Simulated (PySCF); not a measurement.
Si(H)(Me)(OH)(OMe) (C₂H₈O₂Si), SMILES CO[SiH](O)C.

Coordinates come from a PBE-D3(BJ)/def2-SVP optimisation. One conformer was computed; it need not be the lowest.

Calculation: TDDFT-PBE/def2-SVPD in PySCF.

Vertical excitations. The molecule is in vacuum.

| state | energy (eV) | λ (nm) | f | main pairs |
|---|---|---|---|---|
| S1 | 6.10 | 203 | 0.011 | HOMO→LUMO 99 % |
| S2 | 6.52 | 190 | 0.010 | HOMO−1→LUMO 99 % |
| S3 | 6.90 | 180 | 0.008 | HOMO→LUMO+1 99 % |
| S4 | 7.05 | 176 | 0.020 | HOMO→LUMO+2 97 % |
| S5 | 7.23 | 171 | 0.001 | HOMO−2→LUMO 99 % |
| S6 | 7.34 | 169 | 0.026 | HOMO−1→LUMO+1 98 % |
| S7 | 7.43 | 167 | 0.012 | HOMO−3→LUMO 96 % |
| S8 | 7.47 | 166 | 0.001 | HOMO−1→LUMO+2 77 %, HOMO→LUMO+3 21 % |
| S9 | 7.51 | 165 | 0.028 | HOMO→LUMO+3 73 %, HOMO−1→LUMO+2 18 % |
| S10 | 7.69 | 161 | 0.035 | HOMO→LUMO+4 94 % |
| T1 | 5.96 | 208 | 0 | HOMO→LUMO 100 % |
| T2 | 6.35 | 195 | 0 | HOMO−1→LUMO 99 % |
| T3 | 6.82 | 182 | 0 | HOMO→LUMO+1 91 % |
| T4 | 6.86 | 181 | 0 | HOMO→LUMO+2 89 % |
Triplets are in the Tamm–Dancoff approximation, which puts them higher than full response would, so one can lie above its singlet here.
